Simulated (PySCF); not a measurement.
Compound: isophorone, C9H14O.
Bonds: C1–C2, C2–C3 (double), C3–C4, C4–O5 (double), C4–C6, C6–C7, C7–C8, C7–C9, C7–C10, C2–C10. Hydrogens: H11, H12, H13 on C1; H14 on C3; H15, H16 on C6; H17, H18, H19 on C8; H20, H21, H22 on C9; H23, H24 on C10.

Method used: PBE0-D3(BJ)/def2-SVP geometry optimisation, gas phase in PySCF.

Question: List the bond lengths, angles and torsions at this level.

Answer: 
```
                   bond  length (Å)
                  C1–C2       1.493
                  C2=C3       1.348
                  C3–C4       1.471
                  C4=O5       1.214
                  C4–C6       1.514
                  C6–C7       1.533
           C7–C8, C7–C9       1.529
                 C7–C10       1.535
                 C2–C10       1.503
 C1–H11, C1–H12, C1–H13       1.102
                 C3–H14       1.094
         C6–H15, C6–H16       1.103
C8–H17 and 5 like bonds       1.101
       C10–H23, C10–H24       1.106
```

Bonds in one row agree within 0.01 Å and their mean is given. A selection of angles:
```
    angle  degrees
 C1–C2–C3    122.2
C1–C2–C10    116.6
C3–C2–C10    121.1
 C2–C3–C4    122.8
 C3–C4–O5    121.8
 C3–C4–C6    116.2
 O5–C4–C6    122.0
 C4–C6–C7    113.8
 C6–C7–C8    109.9
C6–C7–C10    108.1
 C8–C7–C9    109.2
C8–C7–C10    110.1
C2–C10–C7    114.6
```

Torsions: C1–C2–C3–C4 -179° (antiperiplanar); C2–C3–C4–O5 -177° (antiperiplanar); C3–C4–C6–C7 -34° (synclinal); C4–C6–C7–C8 -66° (synclinal); C6–C7–C10–C2 -48° (synclinal); C1–C2–C10–C7 -158° (antiperiplanar). The mirror-image conformer, all signs reversed, is as good.

Of the pairs four or more bonds apart, C4···H17 is among the closest relative to their van der Waals radii: 2.77 Å, 96 % of the sum of Bondi's values. The 9 C–C bonds span 1.348 Å (C2=C3, drawn double) to 1.535 Å (C7–C10, drawn single), a spread of 0.187 Å. The 6-membered ring C2–C3–C4–C6–C7–C10 has internal angles of 108.1° to 122.8°; it is puckered, 0.19 Å rms from its mean plane, widest ring torsion 54°.

Point group: C1 (no symmetry element, even within 0.4 Å). PBE0-D3(BJ)/def2-SVP frequencies: not computed here. One conformer, not necessarily the lowest.
